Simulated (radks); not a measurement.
Results of a calculation; reference values are marked as such.
Species: the erbium ion Er4+. Configuration: [Xe] 4f10 (the NIST ground configuration). Level of theory: Dirac Kohn-Sham, LDA (Slater exchange, Perdew-Wang correlation), spin-unpolarised, spherical densities, point nucleus; open shells fill j = l - 1/2 first (a radial shooting solver on a logarithmic mesh with Libxc functionals).

Normalised radial functions P(r) = r R(r) (large component), r in bohr:

r	5p3/2	5d3/2
0.0007372	0.0004	0.0000
0.0009833	0.0008	0.0000
0.001311	0.0013	0.0000
0.001749	0.0023	0.0000
0.002314	0.0038	0.0001
0.003087	0.0065	0.0001
0.004117	0.0110	0.0002
0.005491	0.0184	0.0005
0.007324	0.0301	0.0010
0.009768	0.0483	0.0021
0.01292	0.0744	0.0042
0.01724	0.1113	0.0087
0.02299	0.1576	0.0173
0.03067	0.2057	0.0333
0.0409	0.2376	0.0611
0.05455	0.2228	0.1048
0.07218	0.1317	0.1618
0.09627	-0.0481	0.2219
0.1284	-0.2538	0.2487
0.1713	-0.3409	0.1917
0.2284	-0.1686	0.0206
0.3046	0.2170	-0.2160
0.4063	0.5012	-0.3719
0.5376	0.3571	-0.3007
0.717	-0.2013	0.0173
0.9564	-0.7783	0.4356
1.276	-0.9832	0.7471
1.701	-0.7690	0.8129
2.269	-0.3932	0.6316
3.002	-0.1287	0.3486
4.004	-0.0225	0.1217
5.341	-0.0018	0.0240

5p3/2: eigenvalue -69.815 eV, 3 radial nodes at r = 0.0900, 0.262, 0.655 bohr, <r> = 1.41 bohr, 90 % of the charge inside 2.04 bohr. 5d3/2 (empty): eigenvalue -38.795 eV, 2 radial nodes at r = 0.235, 0.708 bohr, <r> = 1.85 bohr, 90 % of the charge inside 2.74 bohr.
